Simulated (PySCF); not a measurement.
**How the method changes the constants of ZnS**

State: ¹Σ⁺ (singlet), closed shell. Set-up: PySCF, no relativity, basis sets Zn 6-31G(d,p), S 6-31G(d,p). De refers to Zn + S in their high-spin ground configurations, without counterpoise correction. A positive dipole means Zn(−)S(+).

```
    Level  Re (Å)  ωe (cm⁻¹)  De (eV)  μ (D)
      RHF   2.080        445   -0.032  -7.58
      PBE   2.029        477     2.29  -5.18
   PBEsol   2.009        495     2.59  -5.16
     TPSS   2.025        481     2.30  -5.56
   r²SCAN   2.016        493     2.26  -5.67
     PBE0   2.028        482     1.92  -5.93
BHandHLYP   2.049        464     1.31  -6.21
```

Problem. What does a quarter of exact exchange do here, going from PBE to PBE0?

Solution. PBE0 less PBE: -0.1 pm in Re, +1.0 % in ωe, -0.37 eV in De. Exact exchange removes part of the self-interaction that spreads semilocal densities, and in most molecules shortens and stiffens the bond and lowers De; so it does here.

Problem. What does the step from GGA to meta-GGA do here, going from PBE to r²SCAN?

Solution. r²SCAN less PBE: -1.3 pm in Re, +3.4 % in ωe, -0.03 eV in De. 

Where the molecule has an RHF reference, its open-shell atoms are computed with UHF. A negative De means that the minimum lies above the separated atoms at that level.
